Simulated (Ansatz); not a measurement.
Gas-phase electronic energies from Ansatz, PBE0-D4/def2-TZVP geometries. CCSD(T)/CBS is the MP2 limit (def2-TZVPP, def2-QZVPP) plus CCSD(T) − MP2 in def2-TZVPP, frozen cores. This one scheme is used for every species, atoms too. For atomizations the MP2-based limit and the directly extrapolated one differ by several kJ/mol either way, and by 10 to 25 for some Ge, Se and Sn compounds, so smaller differences from it don't rank the levels. DFT in def2-TZVPP. No spin–orbit coupling; open shells (•) take unrestricted orbitals. Spin–orbit coupling would lower the free atoms: a little for C, O, Si. Each species was taken in one conformer, which may not be the lowest.

Consider the atomization: `OCO[SiH2][SiH3]` → C• + 8 H• + 2 O• + 2 Si•.

| level | ΔE (kJ/mol) |
| --- | --- |
| B2PLYP | 4365.2 |
| CCSD/CBS(def2) | 4380.1 |

**Question.** What does CCSD(T)/CBS give? (Best estimate.)

**Answer.** Ansatz gave: +4436.3 kJ/mol. The listed levels differ from it by -71.1, -56.2 kJ/mol.

Largest T1 diagnostic among the species: 0.012.

From r2SCAN to r2SCAN0 (25 % exact exchange), in def2-TZVPP and without D4, ΔE moves by −68.8 kJ/mol: exact exchange takes away binding that semilocal exchange gives to molecules. At CCSD(T), def2-SVP lies −299.6 kJ/mol from the extrapolated value and def2-TZVPP −122.0 kJ/mol: correlation converges slowly with the basis, and small sets miss more of it in the bonded molecule than in its fragments. In def2-TZVPP, CCSD(T) changes the Hartree–Fock value by +1109.0 kJ/mol (the triples alone add +56.2 kJ/mol) and MP2 by +1145.8 kJ/mol; breaking electron pairs costs correlation energy, which Hartree–Fock lacks.
